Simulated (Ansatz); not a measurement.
`[CH3][InH][O]C(C)C`, charge 0, multiplicity 1.

Q: Give a relaxed structure at PBE0-D4/def2-TZVP (Ansatz 0.2.0). (Best estimate.)

A: Computed: 
```xyz
17

C     0.411   -1.572    3.047
In   -0.171   -1.307    1.012
O     0.372    0.542    0.473
C     0.181    1.135   -0.782
C    -1.295    1.271   -1.121
C     0.936    0.394   -1.875
H    -0.457   -1.798    3.668
H     1.120   -2.396    3.138
H     0.878   -0.651    3.395
H    -0.949   -2.274   -0.174
H     0.604    2.149   -0.712
H    -1.817    1.800   -0.321
H    -1.443    1.823   -2.054
H    -1.752    0.282   -1.242
H     0.868    0.914   -2.834
H     1.991    0.302   -1.607
H     0.522   -0.612   -2.010
```
Point group Cs.
This is one stationary point; other conformers may exist.
